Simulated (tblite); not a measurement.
Write Cartesian coordinates for `C(COC(=O)[C@H](C)O)CC` (butyl lactate) as optimised with GFN2-xTB.

```
atom  x, y, z in Å
C1    -4.012    0.368   -0.079
C2    -2.872   -0.624    0.112
C3    -1.525   -0.002   -0.250
C4    -0.383   -0.993   -0.046
O5     0.873   -0.444   -0.457
C6     1.506    0.335    0.408
O7     1.114    0.617    1.514
C8     2.854    0.815   -0.116
C9     3.826   -0.375   -0.090
O10    3.307    1.880    0.672
H11   -4.067    0.694   -1.116
H12   -3.863    1.244    0.547
H13   -4.962   -0.088    0.188
H14   -3.044   -1.505   -0.510
H15   -2.848   -0.953    1.153
H16   -1.533    0.321   -1.293
H17   -1.347    0.874    0.376
H18   -0.318   -1.280    1.009
H19   -0.520   -1.882   -0.665
H20    2.743    1.177   -1.144
H21    3.472   -1.159   -0.752
H22    3.909   -0.766    0.922
H23    4.807   -0.040   -0.415
H24    2.872    1.805    1.537
```

Orientation and origin are arbitrary. Atoms count from 1 in this order. The C–O distances run from 1.206 Å (C6=O7, drawn double) to 1.432 Å (C4–O5, drawn single), a spread of 0.226 Å. H24 on O10 lies 2.12 Å from O7, 4 bonds away (angle at H 114°; Bondi radii sum to 2.72 Å). O5 (ester single-bonded oxygen) is bent (angle 117.2°). Of the pairs four or more bonds apart, those above aside, O7···H18 is among the closest relative to their van der Waals radii: 2.43 Å, 89 % of the sum of Bondi's values.

Bonds between heavy atoms (Å): C1–C2 1.524, C2–C3 1.527, C3–C4 1.526, C4–O5 1.432, O5–C6 1.325, C6=O7 1.206, C6–C8 1.524, C8–C9 1.537, C8–O10 1.400.

The geometry is computed with GFN2-xTB (gas phase).

Point group: C1 (no symmetry element, even within 0.4 Å). Its GFN2-xTB frequencies are all real (lowest 32 cm⁻¹). One conformer, not necessarily the lowest (C1–C2–C3–C4 180°, C2–C3–C4–O5 177°, C3–C4–O5–C6 83°, C4–O5–C6–O7 0°, O5–C6–C8–C9 -73°). 3 starts were optimised and ended at 0.00, 0.04 and 2.29 kcal/mol (GFN2-xTB); the lowest of these is shown.
